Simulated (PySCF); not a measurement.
SMILES C=C/C=C\S (C₄H₆S), singlet (GFN2-xTB optimised geometry):

```
11

C      2.528     0.576    -0.006
C      1.199     0.597     0.003
C      0.380    -0.587     0.000
C     -0.956    -0.587     0.000
S     -1.935     0.878     0.000
H      3.077    -0.352    -0.017
H      3.112     1.480    -0.004
H      0.667     1.540     0.012
H      0.893    -1.540    -0.002
H     -1.527    -1.500    -0.003
H     -3.112     0.256     0.004
```

Computed with B3LYP/def2-TZVP (PySCF 2.14.0).

Problem. What are the frontier orbital energies and the dipole moment?

Solution. HOMO-2 -9.09 eV, HOMO-1 -7.92 eV, HOMO -5.92 eV, LUMO -1.11 eV, LUMO+1 0.04 eV; dipole moment 1.16 D.

Meta-Löwdin charges at B3LYP/def2-TZVP: C1 -0.26, C2 -0.10, C3 -0.14, C4 -0.21, S5 0.00, H6 0.12, H7 0.12, H8 0.11, H9 0.12, H10 0.13, H11 0.09.
